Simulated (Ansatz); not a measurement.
## Ansatz (development build ahead of 0.2.0) run

```yaml
crystal:
  periodic: [false, false, false]
  atoms:
    - { symbol: C, position_ang: [0.0, 0.705, 0.0] }
    - { symbol: C, position_ang: [-1.34099, 1.14071, 0.0] }
    - { symbol: C, position_ang: [-2.16977, 0.0, 0.0] }
    - { symbol: C, position_ang: [-1.34099, -1.14071, 0.0] }
    - { symbol: C, position_ang: [0.0, -0.705, 0.0] }
    - { symbol: C, position_ang: [1.2211, 1.41, 0.0] }
    - { symbol: C, position_ang: [2.44219, 0.705, 0.0] }
    - { symbol: C, position_ang: [2.44219, -0.705, 0.0] }
    - { symbol: C, position_ang: [1.2211, -1.41, 0.0] }
    - { symbol: C, position_ang: [3.78318, 1.14071, 0.0] }
    - { symbol: C, position_ang: [4.61196, 0.0, 0.0] }
    - { symbol: C, position_ang: [3.78318, -1.14071, 0.0] }
    - { symbol: H, position_ang: [-1.67627, 2.17261, 0.0] }
    - { symbol: H, position_ang: [-3.25477, 0.0, 0.0] }
    - { symbol: H, position_ang: [-1.67627, -2.17261, 0.0] }
    - { symbol: H, position_ang: [1.2211, 2.495, 0.0] }
    - { symbol: H, position_ang: [1.2211, -2.495, 0.0] }
    - { symbol: H, position_ang: [4.11846, 2.17261, 0.0] }
    - { symbol: H, position_ang: [5.69696, 0.0, 0.0] }
    - { symbol: H, position_ang: [4.11846, -2.17261, 0.0] }
basis:
  gaussian: { orbitals: def2-SVP }
magnetization:
  initial_magnetization: 2
hamiltonian:
  xc: pbe0
```

The input is written out in the form of the current development build from the run's settings.

Output:

```json
{"Converged": "yes", "Total energy": "-461.12132 hartree", "Spin squared of the determinant": "2.000", "Stability test": "minimum among restricted orbitals"}
```

Caution: another spin multiplicity may lie lower.
